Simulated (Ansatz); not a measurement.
Cost and result for the atomization energy of `OC(S)S[SiH3]` (11 atoms, 10 bonds).

```xyz
11

O     1.551   -0.264   -0.722
C     0.551   -0.927   -0.035
S     1.286   -2.317    0.898
S    -0.390    0.136    1.123
Si   -1.171    1.525   -0.308
H     2.153    0.125   -0.076
H    -0.133   -1.313   -0.790
H     0.267   -2.485    1.755
H    -1.731    0.777   -1.463
H    -2.239    2.263    0.408
H    -0.143    2.479   -0.791
```

The species carries charge 0 and has multiplicity 1. The geometry is a stationary point of PBE0-D4/def2-TZVP. It is one conformer, not always the lowest. Program: Ansatz. All runs use 4 threads of an Arm Neoverse V2 on a shared host. Times are those of one run each, without the atoms' runs, and a repeat can differ threefold. Electronic energies, without spin–orbit coupling; frozen cores. CCSD(T)/CBS adds CCSD(T) − MP2 in def2-TZVPP to the MP2 limit, and its time is that of the two runs behind it. T1 = 0.012. B3LYP takes the VWN-RPA correlation (the form of Gaussian; ORCA's B3LYP/G).

CCSD(T)/CBS is a level of theory with its own doubt, some kJ/mol a heavy atom from the limit and from the frozen cores, so smaller differences don't rank the functionals.

```json
{"level": "PBE-D4/def2-TZVPP (with forces)", "functions": "272", "wall time": "2.6 s", "atomization (kJ/mol)": "3641.9", "difference from CCSD(T)/CBS": "57.0", "per bond": "5.7"}
{"level": "PBE0-D4/def2-TZVPP", "functions": "272", "wall time": "3.5 s", "atomization (kJ/mol)": "3570.8", "difference from CCSD(T)/CBS": "-14.1", "per bond": "-1.4"}
{"level": "r2SCAN-D4/def2-TZVPP (with forces)", "functions": "272", "wall time": "4.9 s", "atomization (kJ/mol)": "3590.4", "difference from CCSD(T)/CBS": "5.5", "per bond": "0.6"}
{"level": "B3LYP-D4/def2-TZVPP (with forces)", "functions": "272", "wall time": "5.5 s", "atomization (kJ/mol)": "3560.6", "difference from CCSD(T)/CBS": "-24.3", "per bond": "-2.4"}
{"level": "B2PLYP/def2-TZVPP", "functions": "272", "wall time": "6 s", "atomization (kJ/mol)": "3511.5", "difference from CCSD(T)/CBS": "-73.4", "per bond": "-7.3"}
{"level": "ωB97X-V/def2-TZVPP", "functions": "272", "wall time": "8.5 s", "atomization (kJ/mol)": "3602.9", "difference from CCSD(T)/CBS": "18.0", "per bond": "1.8"}
{"level": "ωB97M-V/def2-TZVPP (with forces)", "functions": "272", "wall time": "12 s", "atomization (kJ/mol)": "3599.7", "difference from CCSD(T)/CBS": "14.8", "per bond": "1.5"}
{"level": "MP2/def2-QZVPP", "functions": "504", "wall time": "22 s", "atomization (kJ/mol)": "3588.0", "difference from CCSD(T)/CBS": "3.1", "per bond": "0.3"}
{"level": "CCSD(T)/def2-TZVPP", "functions": "272", "wall time": "2.8 min", "atomization (kJ/mol)": "3467.9", "difference from CCSD(T)/CBS": "-117.0", "per bond": "-11.7"}
{"level": "CCSD(T)/CBS(def2)", "functions": "–", "wall time": "3.1 min", "atomization (kJ/mol)": "3584.9", "difference from CCSD(T)/CBS": "0.0", "per bond": "0.0"}
```

From PBE to PBE0 (25 % exact exchange), in def2-TZVPP and without D4, the atomization energy moves by −66.5 kJ/mol: exact exchange takes away binding that semilocal exchange gives to molecules. In def2-TZVPP, CCSD(T) changes the Hartree–Fock value by +990.5 kJ/mol (the triples alone add +65.5 kJ/mol) and MP2 by +1041.8 kJ/mol; breaking electron pairs costs correlation energy, which Hartree–Fock lacks. The D4 term adds +48.6 kJ/mol with B3LYP and +25.3 kJ/mol with PBE0; it sums over pairs of atoms, weighted by their polarisabilities, and B3LYP, whose exchange is more repulsive, gets the larger term.
